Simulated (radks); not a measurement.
Initial-state core-level shifts of neutral iodine when its valence configuration changes from [Kr] 4d10 5s2 5p5. Calculated with a radial shooting solver on a logarithmic mesh with Libxc functionals: Dirac Kohn-Sham, PBEsol, spin-unpolarised, spherical densities, finite nucleus; open shells fill j = l - 1/2 first; Fermi nuclear charge, rms radius 4.75 fm. Shifts are changes of the shell-averaged eigenvalues in eV (positive: less bound); the change of the density at the nucleus, which sets a Mossbauer isomer shift, is in e/bohr^3, on a base of 2.487e+05.

valence               1s      3p      4s      4p  density at nucleus
4d9 5s2 5p6       -9.180  -9.269  -7.639  -7.300              +28.29
4d10 5s1 5p6      -1.514  -1.494  -1.466  -1.454              -70.82
4d9.5 5s2 5p5.5   -4.560  -4.608  -3.820  -3.653              +14.02
4d10 5s1.5 5p5.5  -0.764  -0.754  -0.740  -0.734              -34.97
